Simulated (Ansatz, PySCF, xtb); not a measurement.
Reaction (SMILES): Cl[SiH](Cl)N[SiH](Cl)Cl + N (NH3) + 4 [SiH4] (SiH4) -> 2 N[SiH3] + 4 [SiH3]Cl
Each molecule is optimised on its own at B3LYP-D3(BJ)/def2-TZVP (Ansatz, a quantum-chemistry and plane-wave program), one conformer each, not searched for the lowest. Frequencies are from Ansatz or PySCF.

Property: bond separation energy (0 K, with B3LYP-D3(BJ) harmonic zero-point energies), in eV. Cores are frozen in the correlated levels unless marked. Spin-orbit coupling is left out. Non-relativistic unless marked X2C. Basis-set limits of correlation are two-point, X^-3; Hartree-Fock from the larger set.

```
level                                        program  bond separation energy (eV)
------------------------------------  --------------  ---------------------------
GFN2-xTB                                         xtb                        -0.52
SVWN5/def2-TZVPD                              Ansatz                          [?]
BLYP-D3(BJ)/def2-TZVPD                Ansatz + dftd3                         0.93
revPBE-D3(BJ)/def2-TZVPD              Ansatz + dftd3                         0.96
PBE0/def2-TZVPD                               Ansatz                          [?]
LC-wPBE-D4/def2-TZVPD                 Ansatz + dftd4                         0.93
B2GP-PLYP/def2-TZVPD                          Ansatz                          [?]
RPA@PBE/cc-pV(T+d)Z                           Ansatz                          [?]
SCS-MP2/STO-3G                                Ansatz                         0.76
SCS-MP2/6-31G*                                Ansatz                         0.92
SCS-MP2/aug-cc-pV(D+d)Z                       Ansatz                         0.88
SCS-MP2/cc-pV(T+d)Z                           Ansatz                         0.83
CCSD/6-31G                                    Ansatz                         0.71
X2C-CCSD(T)/cc-pVTZ-DK                        Ansatz                         0.92
CCSD(T)/CBS(cc-pV(T+d)Z,cc-pV(Q+d)Z)          Ansatz                         0.87
```

Question: Complete the blanks.

Answer: 
- SVWN5/def2-TZVPD, bond separation energy (eV): 1.00
- PBE0/def2-TZVPD, bond separation energy (eV): 0.78
- B2GP-PLYP/def2-TZVPD, bond separation energy (eV): 0.80
- RPA@PBE/cc-pV(T+d)Z, bond separation energy (eV): 0.86
